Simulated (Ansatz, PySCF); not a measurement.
Process, species as SMILES: [F][Mg][F] → [F][Mg][F] as doublet, charge -1 (an electron is taken up)
Structures are relaxed separately at B3LYP-D3(BJ)/def2-TZVP in Ansatz (a first-principles code). A spin state is the lowest found, not a proven ground state.

Wanted: adiabatic electron affinity (electronic energy difference), positive where the reaction releases energy, in eV. Cores are frozen in the correlated levels unless marked. UHF or UKS for open shells. Spin-orbit coupling is left out. Non-relativistic. Anions need diffuse functions: def2-D sets add few; the other sets have none. Basis-set limits of correlation are two-point, X^-3; Hartree-Fock from the larger set.

```json
[
 {"level": "HF-D3(BJ)/def2-TZVPD", "program": "PySCF + dftd3", "adiabatic electron affinity (eV)": "0.44"},
 {"level": "TPSS/def2-TZVPD", "program": "PySCF", "adiabatic electron affinity (eV)": "0.72"},
 {"level": "B3LYP-D4/def2-TZVPD", "program": "Ansatz + dftd4", "adiabatic electron affinity (eV)": "0.85"},
 {"level": "PBE0-D3(BJ)/def2-TZVP", "program": "Ansatz + dftd3", "adiabatic electron affinity (eV)": "0.74"},
 {"level": "PBE0/def2-TZVP", "program": "Ansatz", "adiabatic electron affinity (eV)": "0.74"},
 {"level": "TPSSh-D4/def2-TZVPD", "program": "PySCF + dftd4", "adiabatic electron affinity (eV)": "0.71"},
 {"level": "r2SCAN0-D4/def2-TZVPD", "program": "Ansatz + dftd4", "adiabatic electron affinity (eV)": "0.75"},
 {"level": "wB97M-V/def2-TZVPD", "program": "Ansatz", "adiabatic electron affinity (eV)": "0.54"},
 {"level": "B2GP-PLYP-D3(BJ)/def2-TZVPD", "program": "Ansatz + dftd3", "adiabatic electron affinity (eV)": "0.66"},
 {"level": "B2PLYP-D3(BJ)/def2-TZVPD", "program": "Ansatz + dftd3", "adiabatic electron affinity (eV)": "0.68"},
 {"level": "PBE-QIDH/def2-TZVPD", "program": "Ansatz", "adiabatic electron affinity (eV)": "0.69"},
 {"level": "RPA@PBE/def2-TZVPP", "program": "Ansatz", "adiabatic electron affinity (eV)": "0.85"},
 {"level": "MP2/6-31G*", "program": "Ansatz", "adiabatic electron affinity (eV)": "0.06"},
 {"level": "MP2/def2-SVPD", "program": "Ansatz", "adiabatic electron affinity (eV)": "0.63"},
 {"level": "CCSD/def2-SVP", "program": "Ansatz", "adiabatic electron affinity (eV)": "0.42"},
 {"level": "CCSD/def2-QZVPP", "program": "Ansatz", "adiabatic electron affinity (eV)": "0.60"},
 {"level": "CCSD(T)/def2-SVPD", "program": "Ansatz", "adiabatic electron affinity (eV)": "0.67"},
 {"level": "CCSD(T)/def2-QZVPPD", "program": "Ansatz", "adiabatic electron affinity (eV)": "0.64"},
 {"level": "CCSDT/def2-SVP", "program": "Ansatz", "adiabatic electron affinity (eV)": "0.42"},
 {"level": "CCSD(T)/CBS(def2-TZVPPD,def2-QZVPPD)", "program": "Ansatz", "adiabatic electron affinity (eV)": "0.65"}
]
```
